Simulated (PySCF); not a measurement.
C4H5BF2.
Atom-mapped SMILES: `[F:1][B:2]([F:3])[CH2:4][C:5]1=[CH:6][CH2:7]1` (hydrogens: H8, H9 on C4; H10 on C6; H11, H12 on C7)

Computed by this run: PBE0-D3(BJ)/def2-SVP geometry optimisation, gas phase in PySCF 2.14.0; density fitting, grid level 1; the optimiser is geomeTRIC in internal coordinates, started from a GFN2-xTB structure with every atom displaced at random (about 0.01 Å).

Step 1: E = -10321.9352 eV
```
atom  x, y, z in Å  |  force x, y, z in eV/Å
F1      2.8369    1.0250   -0.0434   -0.110  -0.156   0.015
B2      1.9146    0.0799   -0.0353   -0.096  -0.046  -0.049
F3      2.0620   -0.9122    0.8202    0.189   0.022   0.115
C4      0.6484    0.0966   -0.9648    0.080  -0.023  -0.040
C5     -0.5317    0.1587   -0.0825   -0.183  -0.044   0.210
C6     -1.4999    0.7961    0.5091    0.067   0.372  -0.325
C7     -1.4235   -0.6729    0.7978   -0.194   0.083  -0.211
H8      0.6826    0.9295   -1.6842   -0.053  -0.026   0.063
H9      0.6188   -0.8637   -1.5122    0.062   0.101  -0.047
H10    -2.0341    1.7437    0.6241    0.023  -0.270   0.117
H11    -1.0997   -1.0183    1.7887    0.174  -0.049   0.067
H12    -2.1440   -1.3606    0.3169    0.041   0.036   0.082
```

Step 2: E = -10321.9462 eV
```
atom  x, y, z in Å  |  force x, y, z in eV/Å
F1      2.8307    1.0018   -0.0214   -0.065   0.147  -0.168
B2      1.9055    0.0638   -0.0292    0.126  -0.066   0.125
F3      2.0962   -0.9165    0.8330   -0.134  -0.140   0.008
C4      0.6418    0.0919   -0.9640    0.074   0.019   0.091
C5     -0.5456    0.1630   -0.0906   -0.176  -0.066  -0.096
C6     -1.5152    0.8060    0.4909    0.129   0.120  -0.191
C7     -1.4330   -0.6619    0.7911    0.134   0.032   0.070
H8      0.6756    0.9329   -1.6712    0.041   0.019   0.019
H9      0.6217   -0.8564   -1.5286   -0.012   0.024  -0.030
H10    -2.0560    1.7401    0.6252   -0.027  -0.057   0.102
H11    -1.0363   -1.0007    1.7619   -0.123  -0.037   0.045
H12    -2.1552   -1.3620    0.3371    0.033   0.005   0.024
```

Question: Estimate the geometry and energy of step 3. (The exact step hangs on the optimiser's Hessian estimate; all steps are aligned on step 2, rigid shifts and turns removed.)

Answer: E = -10321.9543 eV, largest force 0.211 eV/Å
```
atom  x, y, z in Å  |  force x, y, z in eV/Å
F1      2.8123    1.0105   -0.0364    0.070  -0.032   0.063
B2      1.9073    0.0535   -0.0237   -0.070  -0.067  -0.023
F3      2.0873   -0.9410    0.8267    0.040   0.091  -0.028
C4      0.6478    0.0913   -0.9605   -0.015   0.031   0.069
C5     -0.5449    0.1615   -0.0937   -0.067  -0.096  -0.152
C6     -1.5149    0.8087    0.4799    0.059  -0.012  -0.101
C7     -1.4292   -0.6571    0.7941    0.140   0.027   0.156
H8      0.6866    0.9414   -1.6554    0.049   0.031   0.004
H9      0.6324   -0.8464   -1.5409   -0.051  -0.018  -0.024
H10    -2.0665    1.7317    0.6221   -0.043   0.059   0.071
H11    -1.0405   -0.9878    1.7730   -0.099   0.000  -0.012
H12    -2.1472   -1.3644    0.3488   -0.013  -0.014  -0.022
```

The energy changes by -0.0081 eV. The first-order estimate −F·Δx gives -0.0184 eV and the mean of the old and new forces, exact on a quadratic surface, -0.0085 eV. The step makes an angle of 55° with the force vector and moves no atom by more than 0.027 Å.

What follows is the cost of the whole optimisation. Time: 84 s wall; peak memory 0.51 GiB. Hardware: an Arm Neoverse N1 with one thread, on a shared host.
